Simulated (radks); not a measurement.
All-electron atom: Si II in [Ne] 3s2 3p1.

All-electron calculation, scalar-relativistic Kohn-Sham, LB94 model potential, spin-polarised, spherical densities, finite nucleus; open shells are filled with parallel spins first; Fermi nuclear charge, rms radius 3.1224 fm. Program: a radial shooting solver on a logarithmic mesh with Libxc functionals.

Energy parts (hartree):
part                  energy
kinetic            292.54025
electron-nucleus  -690.14604
Hartree            128.60210
(The LB94 potential has no energy functional, so no total or exchange-correlation energy is given.)

Orbitals (lengths in bohr, moments of r in powers of bohr; r(max) is where P^2 peaks):
\begin{tabular}{lrrrr}
orbital & occ. & eigenvalue (hartree) & r(max) & <r^4> \\ \hline
1s down & 1 & -67.51805 & 0.07265 & 0.0007011 \\
1s up & 1 & -67.51623 & 0.07265 & 0.0007013 \\
2s up & 1 & -5.90945 & 0.4557 & 0.2690 \\
2s down & 1 & -5.90727 & 0.4559 & 0.2712 \\
2p up & 3 & -4.31341 & 0.3857 & 0.2779 \\
2p down & 3 & -4.31103 & 0.3859 & 0.2811 \\
3s down & 1 & -0.86810 & 1.681 & 36.18 \\
3s up & 1 & -0.86590 & 1.703 & 37.45 \\
3p up & 1 & -0.59265 & 2.000 & 80.36 \\
3p down & 0 & -0.59055 & 1.968 & 78.97 \\
\end{tabular}

The highest occupied level is 3p up at -16.127 eV. The density falls to 0.001 e/bohr^3 at r = 3.91 bohr. The electron density at the nucleus is 1914 e/bohr^3 (large components only). Spin moment in Bohr magnetons: 1.
